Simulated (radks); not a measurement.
Radial electron density D(r) = 4 pi r^2 rho(r) of an atom or ion with 9 electrons. Calculated with a radial shooting solver on a logarithmic mesh with Libxc functionals: scalar-relativistic Kohn-Sham, LDA (Slater exchange, VWN5 correlation), spin-polarised, spherical densities, finite nucleus; Fermi nuclear charge, rms radius of each element as measured or else 0.836 A^(1/3) + 0.57 fm.

```
   r/bohr * D(r) (the largest magnitude, 14.5, reaches the edge; | marks zero)
 0.004858 |*
 0.005477 | *
 0.006127 | *
 0.006908 |  *
 0.007726 |  *
 0.008711 |   *
 0.009744 |    *
  0.01099 |     *
  0.01229 |      *
  0.01385 |        *
   0.0155 |          *
  0.01747 |            *
   0.0197 |               *
  0.02204 |                 *
  0.02484 |                     *
  0.02779 |                        *
  0.03133 |                            *
  0.03505 |                                *
  0.03951 |                                     *
   0.0442 |                                         *
  0.04983 |                                             *
  0.05574 |                                                *
  0.06284 |                                                   *
  0.07029 |                                                     *
  0.07925 |                                                      *
  0.08936 |                                                     *
  0.09995 |                                                    *
   0.1127 |                                                 *
    0.126 |                                             *
   0.1421 |                                        *
    0.159 |                                    *
   0.1792 |                                 *
   0.2005 |                               *
    0.226 |                              *
   0.2528 |                               *
    0.285 |                                  *
   0.3214 |                                     *
   0.3595 |                                        *
   0.4053 |                                           *
   0.4533 |                                           *
   0.5111 |                                         *
   0.5717 |                                      *
   0.6446 |                                *
    0.721 |                         *
   0.8129 |                   *
   0.9093 |             *
    1.025 |        *
    1.147 |    *
    1.293 |  *
    1.458 |*
     1.63 *
    1.838 *
    2.056 *
    2.318 *
    2.593 *
    2.924 *
```

What is the nuclear charge?

Answer. Z = 13. The innermost maximum, from 1s, lies near gamma/Z bohr with gamma = sqrt(1 - (Z/c)^2) = 0.995, here 0.0766 bohr (found: 0.0805), and its height grows with Z. The density is that of the aluminium ion Al4+ in [He] 2s2 2p5; the configuration itself is not fixed sharply by these data, and Z only to about a unit. D(r) has 2 maxima, at r = 0.0805, 0.439 bohr, and minima at 0.221 bohr, inside which lie 2.22 electrons.
